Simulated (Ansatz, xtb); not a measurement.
Relative energy of two conformers of BFH3NO2

Structure I: `NOB(O)F`, a singlet. Structure II: `NOB(O)F`, a singlet. Both are isolated molecules in the gas phase, relaxed with B3LYP-D3(BJ)/def2-SVP.

I (Å):

| atom | x (Å) | y (Å) | z (Å) |
| --- | --- | --- | --- |
| B | -0.6468 | -0.9527 | 1.2930 |
| F | -1.0811 | 0.1046 | 1.9607 |
| N | -2.7950 | -1.2092 | 0.3063 |
| O | -1.4439 | -1.6712 | 0.4396 |
| O | 0.6402 | -1.3438 | 1.4581 |
| H | -3.3515 | -2.0416 | 0.5212 |
| H | -2.9028 | -1.0829 | -0.7042 |
| H | 0.8531 | -2.1219 | 0.9277 |

II (Å):

| atom | x (Å) | y (Å) | z (Å) |
| --- | --- | --- | --- |
| B | 0.6697 | -0.7764 | 1.2461 |
| F | 1.5634 | -0.2614 | 2.1013 |
| N | -1.2312 | -2.1435 | 0.9116 |
| O | -0.2673 | -1.5847 | 1.8139 |
| O | 0.7334 | -0.4870 | -0.0724 |
| H | -2.1259 | -1.8706 | 1.3287 |
| H | -1.1641 | -3.1493 | 1.0929 |
| H | 1.4698 | 0.1035 | -0.2743 |

Estimate E(II) − E(I) at the level CCSD(T)/def2-SVP + ΔMP2/def2-TZVPP.

Too close to call at this level: CCSD(T)/def2-SVP + ΔMP2/def2-TZVPP gives E(II) − E(I) = +0.008 eV.

Level by level:

```csv
level,geometry,E(II) − E(I) (eV),departure from the last row (eV),"job, with rough time for the two"
B3LYP-D3(BJ)/def2-SVP,B3LYP-D3(BJ)/def2-SVP,+0.015,+0.007,"optimisation, 9.9 min"
HF/def2-SVP,B3LYP-D3(BJ)/def2-SVP,+0.022,+0.014,part of the CCSD(T) run
MP2/def2-SVP,B3LYP-D3(BJ)/def2-SVP,+0.012,+0.004,part of the CCSD(T) run
CCSD(T)/def2-SVP,B3LYP-D3(BJ)/def2-SVP,+0.012,+0.004,single point
CCSD(T)/def2-SVP + ΔMP2/def2-TZVPP,B3LYP-D3(BJ)/def2-SVP,+0.008,,"single point, 63 s"
```

The largest departure from CCSD(T)/def2-SVP + ΔMP2/def2-TZVPP is that of HF/def2-SVP, 0.014 eV. Levels run at GFN2-xTB geometries aren't shown. The last row adds to CCSD(T) the change of the MP2 difference between the two basis sets, here −0.004 eV.

With harmonic frequencies from B3LYP-D3(BJ)/def2-SVP (ideal gas, rigid rotor, one conformer each, 298.15 K, 1 atm): on the last row, ΔE + ΔZPE = +0.007 eV. A mode under 50 cm⁻¹ makes harmonic enthalpies and free energies unreliable, so none is given.

The correlated steps freeze 5 core orbitals. Codes used: Ansatz 0.2.0; the last row on 1 thread of AMD EPYC (Zen 3) on a shared host.
